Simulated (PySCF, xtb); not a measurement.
Mg(Et)(OH) (C₂H₆MgO), SMILES C[CH2][Mg][OH]. Other conformers were not sampled.

Harmonic wavenumbers (cm⁻¹) from GFN2-xTB (xtb) at its own minimum, in rising order: 30, 79, 216, 220, 355, 390, 424, 573, 723, 919, 964, 1077, 1154, 1226, 1404, 1457, 1483, 1488, 2941, 2964, 2977, 2996, 3000, 3752.

### Question
What does ωB97X-D3(BJ)/def2-SVP (PySCF) give at its own minimum? (Estimate from the structure and the level; the computed values follow.)

### Answer
94, 122, 187, 190, 233, 237, 469, 556, 828, 918, 954, 1037, 1196, 1253, 1406, 1444, 1482, 1496, 3033, 3044, 3088, 3107, 3123, 4093. Paired by order, the mean absolute difference is 67 cm⁻¹ and the zero-point energies are 46.9 and 48.0 kcal/mol.
